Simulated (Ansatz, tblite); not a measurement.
Cost and result up the ladder for SnSe2⁻ (3 atoms). Total charge -1; doublet. Geometry: r2SCAN-D4/def2-TZVPD.

```xyz
3

Sn    0.233   -0.503    0.409
Se   -2.050    0.216    0.854
Se    1.816    0.288   -1.263
```

Ansatz on 2 threads of Arm Neoverse V2 on a shared host; xTB runs through tblite on one thread. Times are rough, summed over both states, and most runs start from the orbitals of an earlier one. PBE-QIDH/def2-TZVPD serves as the yardstick here, not as an exact answer. Differences are given only for rows in sets of like size (and for xTB, whose basis is part of the method), since another set adds its own error. The other state is a quartet at its own geometry.

In the def2 sets Sn takes a core potential; there is no spin–orbit coupling. The xTB rows come from tblite. Correlated methods freeze 22 core orbitals; core or outer-core shells of Sn, Se are correlated, in sets that lack core-valence functions. The rows differ in basis, and correlated rows in double-zeta sets carry the largest basis error. In CCSD on the charge -1 quartet the largest single amplitude is 0.31, so its Hartree–Fock determinant may place the open shell otherwise than the density functionals do. The structure comes from a short search, and lower isomers may exist.

Correlated methods converge slowly with the basis, most of all in double-zeta sets.

xTB has no spin-polarisation term.

```tsv
level	functions	wall time	quartet − doublet (eV)	difference from PBE-QIDH/def2-TZVPD (eV)	remarks
GFN1-xTB	27	0.004 s	3.20	1.01	–
GFN2-xTB	27	0.007 s	2.95	0.75	–
PBE-D4/def2-TZVPD (with forces)	170	14 s	2.07	-0.12	HOMO above zero (quartet)
MP2/def2-TZVPD	170	21 s	2.45	0.26	–
RPA@PBE/def2-TZVPD	170	24 s	1.99	-0.21	–
PBE0-D4/def2-TZVPD	170	26 s	2.06	-0.14	HOMO above zero (quartet)
r2SCAN-D4/def2-TZVPD	170	31 s	2.05	-0.14	HOMO above zero (quartet)
CAM-B3LYP-D4/def2-TZVPD	170	35 s	2.03	-0.16	–
PBE-QIDH/def2-TZVPD	170	38 s	2.19	0.00	–
r2SCANh-D4/def2-TZVPD	170	39 s	2.04	-0.15	HOMO above zero (quartet)
r2SCAN0-D4/def2-TZVPD	170	46 s	2.00	-0.19	HOMO above zero (quartet)
CCSD(T)/def2-SVPD	114	50 s	2.09	–	–
ωB97M-V/def2-TZVPD	170	97 s	2.05	-0.15	–
```
